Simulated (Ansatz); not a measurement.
Mulliken charges of `O=C=C[SiH3]` from PBE/def2-TZVPP in Ansatz (PBE0-D4/def2-TZVP geometry).

```tsv
atom	x (Å)	y (Å)	z (Å)	charge (e)
O1	1.434	-1.285	1.947	-0.097
C2	1.187	-0.645	1.018	0.145
C3	0.867	0.072	-0.027	-0.259
Si4	-0.905	0.279	-0.508	0.247
H5	1.679	0.527	-0.583	0.107
H6	-1.291	1.714	-0.489	-0.049
H7	-1.143	-0.245	-1.878	-0.049
H8	-1.736	-0.474	0.465	-0.045
```

Q: By hand: the dipole of these point charges (1 e Å = 4.8032 D).

A: Σ q r = (-0.038, 0.087, -0.127) e Å, of length 0.159 e Å = 0.76 D.

Q: How does the dipole of the full density compare? (Estimate.)

A: Ansatz gave: (0.042, 0.146, -0.202) e Å, 1.21 D; the point charges give 0.63 times that, at 23° from its direction.

Point charges leave out the atoms' own dipoles, such as those of lone pairs, and Mulliken's split depends on the basis, so the two needn't agree.
